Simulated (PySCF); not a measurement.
H$_{3}$BeClOSi (SMILES [SiH3][O][Be][Cl]), singlet, at a GFN2-xTB geometry (such geometries of metal compounds can be far from the true shape). Base run: PBE/def2-SVP (PySCF).

Here is a job for PySCF.
```python
from pyscf import gto, scf, dft, solvent

mol = gto.Mole()
mol.atom = '''
    Be    0.30847472    0.20797526    0.63534755
    Cl    1.29004565    0.61000828    2.04723041
    O    -0.38228865   -0.16292332   -0.51863297
    Si   -1.14950375   -0.56510524   -1.89277619
    H    -2.55050959   -0.76287827   -1.52588541
    H    -0.51198674   -1.79002550   -2.37296359
    H    -0.95081698    0.56572173   -2.79752796
'''
mol.basis = 'def2-svp'
mol.verbose = 4
mol.build()

mf = dft.RKS(mol)
mf.xc = 'pbe'
mf.kernel()
mf.analyze()
```

Each row names what was changed in the base input (with any setting that the change needs).

| change | ΔE vs base (kJ/mol) | dipole (D) | HOMO-LUMO gap (eV) |
|---|---|---|---|
| base | 0.00 | 1.39 | 6.43 |
| model = ddCOSMO; solvent = acetonitrile | -24.78 | 1.57 | 6.54 |
| model = COSMO; solvent = acetonitrile | -11.46 | 1.64 | 6.52 |
| model = IEF-PCM; solvent = dichloromethane | -9.88 | 1.61 | 6.51 |
| model = IEF-PCM; solvent = dimethylsulfoxide | -11.59 | 1.64 | 6.52 |
| model = IEF-PCM; solvent = acetonitrile; lebedev_order = 41 | -11.53 | 1.64 | 6.52 |
| model = IEF-PCM; solvent = acetonitrile; lebedev_order = 11 | -11.20 | 1.65 | 6.51 |
| model = SS(V)PE; solvent = acetonitrile | -11.37 | 1.64 | 6.52 |
| model = IEF-PCM; solvent = acetonitrile; r_probe = 0.5 | -3.22 | 1.54 | 6.48 |
| model = C-PCM; solvent = acetonitrile | -11.64 | 1.64 | 6.52 |
| model = IEF-PCM; solvent = acetonitrile; vdw_scale = 1.0 | -33.0 | 1.80 | 6.57 |
| model = IEF-PCM; solvent = acetonitrile; vdw_scale = 1.4 | -4.76 | 1.56 | 6.49 |

The base is the gas phase, so ΔE is the electrostatic part of solvation at a fixed geometry, without cavity and dispersion terms.
